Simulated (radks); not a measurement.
Removal energies from the nickel ion Ni5+, [Ar] 3d5, by Delta-SCF beside the eigenvalue of the level emptied. Method: scalar-relativistic Kohn-Sham, BLYP, spin-polarised, spherical densities, finite nucleus; Fermi nuclear charge, rms radius of each element as measured or else 0.836 A^(1/3) + 0.57 fm; computed with a radial shooting solver on a logarithmic mesh with Libxc functionals. Open shells are filled with parallel spins first.

removed from	final configuration	Delta-SCF (eV)	-eigenvalue (eV)
3d	[Ar] 3d4	107.45	94.726
3p	[Ne] 3s2 3p5 3d5	165.25	152.78
3s	[Ne] 3s1 3p6 3d5	205.72	193.04
2p	[He] 2s2 2p5 3s2 3p6 3d5	970.56	935.37
